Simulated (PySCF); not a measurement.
A calculated (PBE0, PySCF 2.14, aug-cc-pVDZ-DK, scalar relativity by spin-free X2C-1e) atom or ion has these occupied shells.

```
shell  electrons  orbital energy (eV)  rms radius, mean of both spins (bohr)
 1s α          1              -187.90                                  0.381
 1s β          1              -187.62                                  0.381
 2s α          1              -11.150                                   2.16
 2s β          1               -9.862                                   2.16
 2p α          1               -5.368                                   2.51
```

Name the element and its charge.

B (boron, neutral), in [He] 2s2 2p1, 2P determinant.
